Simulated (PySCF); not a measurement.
PySCF job for diethyl sulfide cation (C4H10S), SMILES CCSCC (connectivity only; charge and spin as stated), charge +1, multiplicity 2, TDA-PBE0/def2-SVPD. Geometry optimised at r2SCAN-D4/def2-SVP. The spin state was assumed, not searched. One conformer was computed; it need not be the lowest.

```python
import numpy as np
from pyscf import gto, scf, dft, tdscf

mol = gto.M(
    atom='''
    C     2.56520247   -0.21715970   -0.28860313
    C     1.20768736    0.44611283   -0.41991766
    S     0.01145023   -0.17012008    0.77963390
    C    -1.55725096    0.51449809    0.20372021
    C    -2.23683781   -0.44007528   -0.78986444
    H     3.00577332   -0.06050189    0.70661327
    H     3.24119450    0.23642234   -1.02857598
    H     2.51508053   -1.29599729   -0.49356069
    H     1.24453921    1.54199457   -0.24148256
    H     0.74155601    0.31524011   -1.41647953
    H    -1.35334938    1.50468698   -0.23591489
    H    -2.16161665    0.63605546    1.11786219
    H    -2.43558180   -1.42562817   -0.34579611
    H    -1.64979970   -0.56482131   -1.71101719
    H    -3.20380619    0.01421478   -1.05780055
    ''',
    basis='def2-SVPD',
    charge=1,
    spin=1,
    max_memory=1600,
    verbose=4,
)
mf = dft.UKS(mol, xc='pbe0').density_fit(auxbasis='def2-universal-jkfit')
mf.grids.level = 3
mf.conv_tol = 1e-9
mf.max_cycle = 100
mf.kernel()
fine, coarse = mf.grids, dft.Grids(mol).set(level=1).build(with_non0tab=True)
for _ in range(3):  # follow internal instabilities
    mf.grids = coarse
    mo, _, stable, _ = mf.stability(return_status=True, nroots=4)
    mf.grids = fine
    if stable:
        break
    mf.kernel(mf.make_rdm1(mo, mf.mo_occ))
mf.grids = dft.Grids(mol).set(level=1).build(with_non0tab=True)  # coarser grid for the response kernel
td = tdscf.TDA(mf)
td.nstates = 10
td.conv_tol = 1e-4
td.kernel(x0=td.get_init_guess(mf, 15))
td.analyze()
```

It prints:

```
PySCF version 2.14.0

[INPUT] verbose = 4
[INPUT] num. atoms = 15
[INPUT] num. electrons = 49
[INPUT] charge = 1
[INPUT] spin (= nelec alpha-beta = 2S) = 1
[INPUT] symmetry False subgroup None
[INPUT] Mole.unit = angstrom
[INPUT] Symbol           X                Y                Z      unit          X                Y                Z       unit  Magmom
[INPUT]  1 C      2.565202470000  -0.217159700000  -0.288603130000 AA    4.847530122358  -0.410372358293  -0.545380874392 Bohr   0.0
[INPUT]  2 C      1.207687360000   0.446112830000  -0.419917660000 AA    2.282198354499   0.843031069355  -0.793529372268 Bohr   0.0
[INPUT]  3 S      0.011450230000  -0.170120080000   0.779633900000 AA    0.021637798763  -0.321480359489   1.473294548427 Bohr   0.0
[INPUT]  4 C     -1.557250960000   0.514498090000   0.203720210000 AA   -2.942777821616   0.972260481712   0.384975402939 Bohr   0.0
[INPUT]  5 C     -2.236837810000  -0.440075280000  -0.789864440000 AA   -4.227010845972  -0.831621753391  -1.492627467133 Bohr   0.0
[INPUT]  6 H      3.005773320000  -0.060501890000   0.706613270000 AA    5.680088367325  -0.114332002119   1.335305556283 Bohr   0.0
[INPUT]  7 H      3.241194500000   0.236422340000  -1.028575980000 AA    6.124969921447   0.446773472329  -1.943726900506 Bohr   0.0
[INPUT]  8 H      2.515080530000  -1.295997290000  -0.493560690000 AA    4.752813382926  -2.449079936279  -0.932694529951 Bohr   0.0
[INPUT]  9 H      1.244539210000   1.541994570000  -0.241482560000 AA    2.351838258183   2.913947422866  -0.456335902259 Bohr   0.0
[INPUT] 10 H      0.741556010000   0.315240110000  -1.416479530000 AA    1.401337764925   0.595717471378  -2.676758372753 Bohr   0.0
[INPUT] 11 H     -1.353349380000   1.504686980000  -0.235914890000 AA   -2.557459679050   2.843446295399  -0.445814530807 Bohr   0.0
[INPUT] 12 H     -2.161616650000   0.636055460000   1.117862190000 AA   -4.084863454800   1.201970619434   2.112453384107 Bohr   0.0
[INPUT] 13 H     -2.435581800000  -1.425628170000  -0.345796110000 AA   -4.602582555975  -2.694046796765  -0.653459942840 Bohr   0.0
[INPUT] 14 H     -1.649799700000  -0.564821310000  -1.711017190000 AA   -3.117669593390  -1.067357585218  -3.233353883523 Bohr   0.0
[INPUT] 15 H     -3.203806190000   0.014214780000  -1.057800550000 AA   -6.054316255286   0.026862041121  -1.998953333914 Bohr   0.0

nuclear repulsion = 235.348534400259
number of shells = 83
number of NR pGTOs = 265
number of NR cGTOs = 187
basis = def2-SVPD
ecp = {}


******** <class 'pyscf.df.df_jk.DFUKS'> ********
method = DFUKS
initial guess = minao
damping factor = 0
level_shift factor = 0
DIIS = <class 'pyscf.scf.diis.CDIIS'>
diis_start_cycle = 1
diis_space = 8
diis_damp = 0
SCF conv_tol = 1e-09
SCF conv_tol_grad = None
SCF max_cycles = 100
direct_scf = False
number electrons alpha = 25  beta = 24
XC library pyscf.dft.libxc version 7.1.2
    S. Lehtola, C. Steigemann, M. J. T. Oliveira, and M. A. L. Marques,  SoftwareX 7, 1–5 (2018)
XC functionals = pbe0
    C. Adamo and V. Barone,  J. Chem. Phys. 110, 6158 (1999)
    M. Ernzerhof and G. E. Scuseria,  J. Chem. Phys. 110, 5029 (1999)
radial grids:
    Treutler-Ahlrichs [JCP 102, 346 (1995); DOI:10.1063/1.469408] (M4) radial grids

becke partition: Becke, JCP 88, 2547 (1988); DOI:10.1063/1.454033
pruning grids: <function nwchem_prune>
grids dens level: 3
symmetrized grids: False
atomic radii adjust function: <function treutler_atomic_radii_adjust>
small_rho_cutoff = 0
Set gradient conv threshold to 3.16228e-05
tot grids = 173432
******** <class 'pyscf.df.df.DF'> ********
auxbasis = def2-universal-jkfit
init E= -556.198483098786
  alpha nocc = 25  HOMO = -0.264180349420707  LUMO = -0.027957608888642
  beta  nocc = 24  HOMO = -0.346279113813245  LUMO = -0.264180349420706

WARN: HOMO -0.264180349420707 >= LUMO -0.264180349420706

cycle= 1 E= -555.73357188036  delta_E= 0.465  |g|= 0.252  |ddm|= 3.19
  alpha nocc = 25  HOMO = -0.528448678051939  LUMO = -0.211302641937041
  beta  nocc = 24  HOMO = -0.529597497140388  LUMO = -0.43641989887145
  HOMO = -0.528448678052  LUMO = -0.436419898871  gap/eV = 2.50423
cycle= 2 E= -555.725777326331  delta_E= 0.00779  |g|= 0.283  |ddm|= 1.04
  alpha nocc = 25  HOMO = -0.513193564665345  LUMO = -0.172867276365997
  beta  nocc = 24  HOMO = -0.538165422997137  LUMO = -0.38268347164896
  HOMO = -0.513193564665  LUMO = -0.382683471649  gap/eV = 3.55136
cycle= 3 E= -555.772433132549  delta_E= -0.0467  |g|= 0.0336  |ddm|= 0.539
  alpha nocc = 25  HOMO = -0.512608329237048  LUMO = -0.170778145389192
  beta  nocc = 24  HOMO = -0.534999040260932  LUMO = -0.376625209824597
  HOMO = -0.512608329237  LUMO = -0.376625209825  gap/eV = 3.70029
cycle= 4 E= -555.772988990207  delta_E= -0.000556  |g|= 0.019  |ddm|= 0.0897
  alpha nocc = 25  HOMO = -0.514683159718321  LUMO = -0.171847056874706
  beta  nocc = 24  HOMO = -0.536095548747095  LUMO = -0.375878687941294
  HOMO = -0.514683159718  LUMO = -0.375878687941  gap/eV = 3.77706
cycle= 5 E= -555.773208719744  delta_E= -0.00022  |g|= 0.00431  |ddm|= 0.0323
  alpha nocc = 25  HOMO = -0.515639803078212  LUMO = -0.17214830296672
  beta  nocc = 24  HOMO = -0.536416489322454  LUMO = -0.375683534305284
  HOMO = -0.515639803078  LUMO = -0.375683534305  gap/eV = 3.80840
cycle= 6 E= -555.773224786361  delta_E= -1.61e-05  |g|= 0.00137  |ddm|= 0.0118
  alpha nocc = 25  HOMO = -0.515708317282183  LUMO = -0.172200604128598
  beta  nocc = 24  HOMO = -0.536402532455452  LUMO = -0.375342638729662
  HOMO = -0.515708317282  LUMO = -0.37534263873  gap/eV = 3.81954
cycle= 7 E= -555.773226699305  delta_E= -1.91e-06  |g|= 0.000689  |ddm|= 0.00442
  alpha nocc = 25  HOMO = -0.515805572771906  LUMO = -0.172266465430109
  beta  nocc = 24  HOMO = -0.536464285935969  LUMO = -0.375367819053116
  HOMO = -0.515805572772  LUMO = -0.375367819053  gap/eV = 3.82151
cycle= 8 E= -555.773227028998  delta_E= -3.3e-07  |g|= 0.000221  |ddm|= 0.00159
  alpha nocc = 25  HOMO = -0.515805935938166  LUMO = -0.172263180911683
  beta  nocc = 24  HOMO = -0.536463130777662  LUMO = -0.375362464159854
  HOMO = -0.515805935938  LUMO = -0.37536246416  gap/eV = 3.82166
cycle= 9 E= -555.773227067543  delta_E= -3.85e-08  |g|= 9.99e-05  |ddm|= 0.000593
  alpha nocc = 25  HOMO = -0.51579425276697  LUMO = -0.172255814174697
  beta  nocc = 24  HOMO = -0.536454296333614  LUMO = -0.375352093231314
  HOMO = -0.515794252767  LUMO = -0.375352093231  gap/eV = 3.82163
cycle= 10 E= -555.773227076323  delta_E= -8.78e-09  |g|= 3.44e-05  |ddm|= 0.000263
  alpha nocc = 25  HOMO = -0.515796959181567  LUMO = -0.172258797306125
  beta  nocc = 24  HOMO = -0.536456098990042  LUMO = -0.375356984424426
  HOMO = -0.515796959182  LUMO = -0.375356984424  gap/eV = 3.82157
cycle= 11 E= -555.773227077939  delta_E= -1.62e-09  |g|= 1.65e-05  |ddm|= 0.000125
  alpha nocc = 25  HOMO = -0.51579472168308  LUMO = -0.172257222126221
  beta  nocc = 24  HOMO = -0.536455429979186  LUMO = -0.375356486835718
  HOMO = -0.515794721683  LUMO = -0.375356486836  gap/eV = 3.82152
cycle= 12 E= -555.773227078371  delta_E= -4.32e-10  |g|= 6.03e-06  |ddm|= 7.29e-05
  alpha nocc = 25  HOMO = -0.515795137591098  LUMO = -0.17225746060799
  beta  nocc = 24  HOMO = -0.536455162994498  LUMO = -0.37535688573147
  HOMO = -0.515795137591  LUMO = -0.375356885731  gap/eV = 3.82152
Extra cycle  E= -555.773227078408  delta_E= -3.73e-11  |g|= 6.02e-06  |ddm|= 2.39e-05
converged SCF energy = -555.773227078408  <S^2> = 0.75482298  2S+1 = 2.0048172
tot grids = 51760
uhf_internal: lowest eigs of H = [0.16219132 0.21736349 0.25662142 0.27068616]
<class 'pyscf.df.df_jk.DFUKS'> wavefunction is stable in the internal stability analysis
tot grids = 51760


******** <class 'pyscf.tdscf.uks.TDA'> for <class 'pyscf.df.df_jk.DFUKS'> ********
nstates = 10
deg_eia_thresh = 1.000e-03
wfnsym = None
conv_tol = 0.0001
eigh lindep = 1e-12
eigh level_shift = 0
eigh max_cycle = 100


Excitation energies (eV)
[2.35629477 3.05341747 3.52807067 3.70996884 4.37898406 4.51126457
 5.05512257 6.11999446 6.56285977 6.6270125 ]

** Excitation energies and oscillator strengths **
Excited State   1:      2.35629 eV    526.18 nm  f=0.0007
      19b ->   25b     -0.17664
      23b ->   25b     -0.21089
      24b ->   25b     -0.94406
Excited State   2:      3.05342 eV    406.05 nm  f=0.0028
      22b ->   25b      0.16310
      23b ->   25b     -0.94793
      24b ->   25b      0.21052
Excited State   3:      3.52807 eV    351.42 nm  f=0.0163
      21b ->   25b      0.16593
      22b ->   25b     -0.96782
      23b ->   25b     -0.15165
Excited State   4:      3.70997 eV    334.19 nm  f=0.0047
      21b ->   25b     -0.97232
      22b ->   25b     -0.16316
Excited State   5:      4.37898 eV    283.13 nm  f=0.0055
      20b ->   25b     -0.98848
Excited State   6:      4.51126 eV    274.83 nm  f=0.0017
      19b ->   25b      0.97346
      24b ->   25b     -0.18946
Excited State   7:      5.05512 eV    245.26 nm  f=0.0452
      18b ->   25b     -0.98404
Excited State   8:      6.11999 eV    202.59 nm  f=0.0146
      15b ->   25b      0.27918
      16b ->   25b      0.20030
      17b ->   25b     -0.92056
      23b ->   25b     -0.11225
Excited State   9:      6.56286 eV    188.92 nm  f=0.0088
      25a ->   26a     -0.12270
      15b ->   25b      0.93325
      17b ->   25b      0.30020
Excited State  10:      6.62701 eV    187.09 nm  f=0.0086
      16b ->   25b      0.96844
      17b ->   25b      0.18876

** Transition electric dipole moments (AU) **
state          X           Y           Z        Dip. S.      Osc.
  1         0.0864     -0.0674     -0.0202      0.0124      0.0007
  2         0.1731      0.0160      0.0813      0.0368      0.0028
  3         0.4008      0.0759     -0.1490      0.1886      0.0163
  4         0.2192      0.0570     -0.0280      0.0521      0.0047
  5         0.2205     -0.0217      0.0416      0.0508      0.0055
  6         0.0980      0.0591      0.0503      0.0156      0.0017
  7         0.5322      0.0674      0.2778      0.3649      0.0452
  8         0.2848      0.0994     -0.0815      0.0977      0.0146
  9         0.0558     -0.0874      0.2102      0.0549      0.0088
 10        -0.0347     -0.1150      0.1956      0.0527      0.0086

** Transition velocity dipole moments (imaginary part, AU) **
state          X           Y           Z        Dip. S.      Osc.
  1        -0.0018      0.0054     -0.0003      0.0000      0.0003
  2         0.0111      0.0047     -0.0011      0.0001      0.0009
  3         0.0228     -0.0170      0.0173      0.0011      0.0057
  4         0.0074     -0.0081      0.0211      0.0006      0.0028
  5         0.0118      0.0235      0.0030      0.0007      0.0029
  6         0.0055     -0.0133      0.0018      0.0002      0.0008
  7         0.0444      0.0100      0.0004      0.0021      0.0074
  8         0.0378     -0.0066      0.0035      0.0015      0.0044
  9        -0.0001      0.0008     -0.0075      0.0001      0.0002
 10        -0.0163      0.0129     -0.0033      0.0004      0.0012

** Transition magnetic dipole moments (imaginary part, AU) **
state          X           Y           Z
  1        -0.8382      0.0105      0.1775
  2         0.0800     -0.3218      0.3875
  3         0.0570      0.0671      0.1491
  4         0.0575      0.0246     -0.0326
  5        -0.1315     -0.1177      0.1976
  6         0.2858     -0.1840      0.1400
  7         0.1659     -0.2305      0.0263
  8         0.0145      0.1493     -0.3774
  9        -0.0904      0.2608     -0.2832
 10         0.0860      0.0328     -0.0647
```

The run converged.

Cost: about 8 core-minutes (a rough figure).
